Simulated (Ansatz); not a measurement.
C₂H₈SiSn, SMILES `C[SiH]1[CH2][SnH2]1`, relaxed with RKS PBE-D4/def2-SVP in Ansatz 0.2.0 from a rough embedded geometry. The force threshold is 0.03 eV/Å; the program also tests the step.

Charge 0, multiplicity 1. Sn: def2 effective core potential.

Start:

```xyz
12

C     1.291   -0.682    1.206
Si    0.213    0.661    0.607
C     0.003    0.590   -1.176
Sn   -1.876   -0.195   -0.636
H     1.015   -0.920    2.315
H     1.227   -1.580    0.645
H     2.373   -0.318    1.224
H     0.091    2.024    1.233
H     0.725   -0.102   -1.732
H    -0.084    1.608   -1.685
H    -1.839   -1.967   -1.019
H    -3.139    0.881   -0.981
```

(1) How much energy does the relaxation release, and in how many steps? (Best estimate.)

(2) Which bonds change most? (An estimate is asked.)

(3) Give the relaxed structure. (An estimate is asked.)

Answers

(1) Ansatz gave: 67.57 kJ/mol, in 10 steps, 1 of them rejected.

(2) The calculation gave: C3–Sn4 from 2.107 to 2.321 Å; Sn4–H11 from 1.814 to 1.727 Å; Si2–C3 from 1.797 to 1.861 Å; C1–H5 from 1.168 to 1.108 Å.

(3) The calculation gave: 
```xyz
12

C     1.386   -0.663    1.352
Si    0.206    0.567    0.553
C     0.046    0.642   -1.300
Sn   -1.943   -0.243   -0.494
H     1.103   -0.860    2.405
H     1.377   -1.623    0.800
H     2.421   -0.261    1.335
H     0.094    1.870    1.295
H     0.628   -0.078   -1.904
H    -0.045    1.628   -1.790
H    -2.076   -1.797   -1.236
H    -3.198    0.818   -1.017
```
